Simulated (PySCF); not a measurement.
Record of a relaxation.

Compound: C₉H₉N.
Atom-mapped SMILES: `[CH2:1]=[CH:2][c:3]1[cH:4][cH:5][c:6]([N:7]=[CH2:8])[cH:9][cH:10]1` (hydrogens: H11, H12 on C1; H13 on C2; H14 on C4; H15 on C5; H16, H17 on C8; H18 on C9; H19 on C10)

Method: PySCF 2.14.0, PBE0-D3(BJ)/def2-SVP geometry optimisation, gas phase; density fitting, grid level 1; the optimiser is geomeTRIC in internal coordinates, started from a GFN2-xTB structure. 5 of its 7 geometries are shown. The frame can shift and turn from step to step; on so coarse a grid that alone can change the energy by a few meV, and forces under 0.02 eV/Å are noise.

Step 0: E = -10947.8631 eV, largest atomic force 0.757 eV/Å
```
atom  x, y, z in Å  |  force x, y, z in eV/Å
C1      3.583    0.576   -0.058    0.160   0.038   0.025
C2      2.533    0.388    0.733   -0.239  -0.060  -0.012
C3      1.167    0.102    0.318    0.031  -0.009   0.139
C4      0.790   -0.044   -1.020   -0.046   0.042   0.095
C5     -0.512   -0.322   -1.366    0.012   0.068   0.051
C6     -1.497   -0.436   -0.382   -0.040  -0.032   0.143
N7     -2.780   -0.771   -0.770    0.202  -0.496  -0.535
C8     -3.811   -0.214   -0.321   -0.078   0.202   0.134
C9     -1.132   -0.299    0.958   -0.200   0.000  -0.143
C10     0.180   -0.043    1.295    0.157   0.087  -0.109
H11     3.520    0.534   -1.132   -0.083  -0.040  -0.630
H12     4.558    0.783    0.348    0.521   0.115   0.270
H13     2.670    0.451    1.806    0.111   0.031   0.435
H14     1.530    0.052   -1.799    0.334   0.051  -0.351
H15    -0.797   -0.434   -2.401   -0.133  -0.121  -0.421
H16    -3.810    0.637    0.368    0.098   0.339   0.326
H17    -4.773   -0.580   -0.649   -0.651  -0.180  -0.146
H18    -1.882   -0.424    1.726   -0.286  -0.068   0.306
H19     0.451    0.053    2.338    0.131   0.032   0.424
```

Step 2: E = -10947.9369 eV, largest atomic force 0.092 eV/Å
```
atom  x, y, z in Å  |  force x, y, z in eV/Å
C1      3.387    0.673    0.031    0.003   0.000  -0.012
C2      2.314    0.470    0.806   -0.001   0.002   0.000
C3      0.948    0.154    0.379   -0.007  -0.009  -0.022
C4      0.582   -0.027   -0.968    0.037   0.014   0.008
C5     -0.718   -0.343   -1.324   -0.052  -0.018  -0.001
C6     -1.722   -0.457   -0.347    0.020   0.002   0.038
N7     -3.019   -0.780   -0.751    0.009  -0.015  -0.090
C8     -4.016   -0.201   -0.228    0.042   0.031   0.038
C9     -1.367   -0.290    0.998    0.009   0.011   0.051
C10    -0.054    0.005    1.348   -0.023  -0.003  -0.010
H11     3.347    0.620   -1.061   -0.020  -0.004  -0.001
H12     4.358    0.905    0.472    0.002  -0.001   0.006
H13     2.444    0.545    1.892   -0.001   0.004  -0.002
H14     1.336    0.069   -1.752    0.006  -0.003   0.000
H15    -0.993   -0.502   -2.369    0.004   0.001  -0.003
H16    -3.921    0.608    0.522   -0.042   0.009  -0.004
H17    -5.032   -0.497   -0.527    0.014  -0.010   0.003
H18    -2.124   -0.424    1.775    0.002  -0.007   0.003
H19     0.207    0.120    2.404   -0.002  -0.002  -0.003
```

Step 3: E = -10947.9374 eV, largest atomic force 0.059 eV/Å
```
atom  x, y, z in Å  |  force x, y, z in eV/Å
C1      3.378    0.676    0.022   -0.001   0.000   0.041
C2      2.313    0.472    0.809    0.000  -0.001  -0.056
C3      0.948    0.150    0.384    0.007  -0.012   0.003
C4      0.586   -0.033   -0.964   -0.041   0.004   0.043
C5     -0.715   -0.348   -1.320    0.020   0.011   0.041
C6     -1.718   -0.457   -0.342    0.004  -0.008  -0.005
N7     -3.014   -0.770   -0.757   -0.010   0.003   0.009
C8     -4.011   -0.192   -0.233   -0.009  -0.020  -0.012
C9     -1.367   -0.297    1.006    0.026   0.025  -0.039
C10    -0.054   -0.002    1.355   -0.007  -0.004  -0.032
H11     3.325    0.616   -1.068   -0.005   0.001  -0.010
H12     4.353    0.916    0.453    0.013   0.000   0.004
H13     2.448    0.552    1.893    0.003   0.004   0.009
H14     1.341    0.062   -1.747    0.008  -0.002  -0.008
H15    -0.990   -0.505   -2.364   -0.008  -0.005  -0.011
H16    -3.927    0.613    0.522    0.016   0.013   0.014
H17    -5.024   -0.486   -0.540   -0.018  -0.003  -0.010
H18    -2.124   -0.433    1.781   -0.008  -0.005   0.005
H19     0.208    0.113    2.410    0.010  -0.001   0.013
```

Step 4: E = -10947.9376 eV, largest atomic force 0.038 eV/Å
```
atom  x, y, z in Å  |  force x, y, z in eV/Å
C1      3.386    0.674    0.026   -0.028  -0.008  -0.024
C2      2.315    0.471    0.804    0.006   0.003   0.034
C3      0.949    0.151    0.380    0.007   0.000  -0.017
C4      0.582   -0.030   -0.966    0.006   0.003  -0.001
C5     -0.719   -0.344   -1.320    0.011   0.003   0.005
C6     -1.720   -0.454   -0.341   -0.005  -0.006  -0.013
N7     -3.016   -0.772   -0.754   -0.002   0.009   0.014
C8     -4.016   -0.197   -0.231   -0.013  -0.009  -0.005
C9     -1.366   -0.291    1.005    0.009   0.005  -0.011
C10    -0.052    0.002    1.351   -0.004   0.000   0.013
H11     3.337    0.617   -1.065    0.009   0.001  -0.007
H12     4.360    0.908    0.463   -0.005  -0.001   0.001
H13     2.447    0.549    1.889   -0.001   0.000   0.007
H14     1.336    0.064   -1.751    0.003   0.000  -0.002
H15    -0.996   -0.503   -2.364   -0.001  -0.001   0.001
H16    -3.934    0.610    0.523    0.011  -0.002   0.002
H17    -5.027   -0.495   -0.539   -0.004   0.002   0.000
H18    -2.122   -0.427    1.783    0.000   0.001   0.001
H19     0.212    0.115    2.406    0.001   0.000   0.002
```

Step 6: E = -10947.9377 eV, largest atomic force under 0.02 eV/Å
```
atom  x, y, z in Å  |  force x, y, z in eV/Å
C1      3.383    0.671    0.023    0.005   0.001   0.006
C2      2.315    0.470    0.805   -0.003  -0.001  -0.007
C3      0.949    0.152    0.380    0.001  -0.001   0.000
C4      0.584   -0.030   -0.966   -0.003   0.000   0.004
C5     -0.718   -0.344   -1.320   -0.001  -0.001  -0.001
C6     -1.720   -0.453   -0.342    0.000  -0.001   0.001
N7     -3.017   -0.769   -0.755    0.000   0.002  -0.003
C8     -4.015   -0.197   -0.228   -0.002  -0.003   0.002
C9     -1.367   -0.289    1.004    0.004   0.002  -0.004
C10    -0.053    0.003    1.351    0.000   0.000   0.002
H11     3.335    0.612   -1.068   -0.006  -0.001   0.000
H12     4.357    0.906    0.457    0.003   0.000   0.000
H13     2.449    0.550    1.890    0.001   0.001  -0.001
H14     1.338    0.063   -1.750    0.000   0.000   0.000
H15    -0.994   -0.502   -2.364   -0.001  -0.001   0.000
H16    -3.931    0.606    0.530    0.000   0.001   0.000
H17    -5.028   -0.494   -0.535   -0.001   0.001  -0.001
H18    -2.123   -0.425    1.781    0.001   0.000   0.000
H19     0.210    0.117    2.407    0.001   0.001   0.001
```

**Question.** Summarise the path.

**Answer.** The energy falls by 7.21 kJ/mol from step 0 to step 6; nine tenths of that is first reached at step 1. It falls at every step. The largest force goes from 0.757 to under 0.02 eV/Å. Among the bonds C8–H17 changes most (a near tie, within 0.001 Å, with another), from 1.081 to 1.099 Å; the atoms move by 0.060 Å rms after alignment.

What follows is the cost of the whole optimisation. Rough CPU time on one thread of a shared machine: about 5 min.
